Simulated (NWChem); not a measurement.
Species: CHOS cation; SMILES O=C=[SH+]

All runs: NWChem. Pople sets run with spherical d functions. STO-3G and 3-21G are far too small for this property and stand as cheap habits. Coordinates come from a PBE0-D3(BJ)/def2-TZVP optimisation. Field at 589 nm.

Question: Order these runs by computing time, cheapest first, and give rough ratios: B3LYP/def2-SVPD; B3LYP/def2-TZVPD; B3LYP/STO-3G; B3LYP/def2-SVP.

Answer: B3LYP/STO-3G (1), B3LYP/def2-SVP (4), B3LYP/def2-SVPD (10), B3LYP/def2-TZVPD (100). Ratios are rough, from one shared machine; the cheapest took about 2.1 core-seconds (a rough figure). What differs between the cheapest and the dearest: isotropic polarisability (bohr³) 13.7 → 29.0; anisotropy (bohr³) 20.6 → 21.3.
